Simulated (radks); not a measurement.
Values are calculated unless marked as measured or tabulated.
Charge is removed step by step from the 1s1/2 level of Ba40+, starting from [Ne] 3s2 3p4. Code: a radial shooting solver on a logarithmic mesh with Libxc functionals. Model: Dirac Kohn-Sham, PBEsol, spin-unpolarised, spherical densities, finite nucleus; open shells fill j = l - 1/2 first; Fermi nuclear charge, rms radius 4.8378 fm.

removed (e)  E - E(0) (eV)  eigenvalue (eV)  E minus straight line (eV)
0                    0.000           -39610                       0.000
0.125               4957.9           -39717                     -46.836
0.25                9929.3           -39825                     -80.222
0.375              14914.1           -39932                    -100.185
0.5                19912.3           -40039                    -106.758
0.625                24924           -40146                     -99.978
0.75                 29949           -40252                     -79.888
0.875                34987           -40358                     -46.542
1                    40038           -40463                       0.000

Removing the whole electron costs 40038 eV by Delta-SCF, against 39610 eV from minus the eigenvalue at the starting occupation. Slater's transition state (half an electron removed) gives 40039 eV. Integrating minus the eigenvalue over the occupation (Janak's theorem) gives 40038 eV. The mean slope of the eigenvalue, de/dn, is 853 eV per electron.
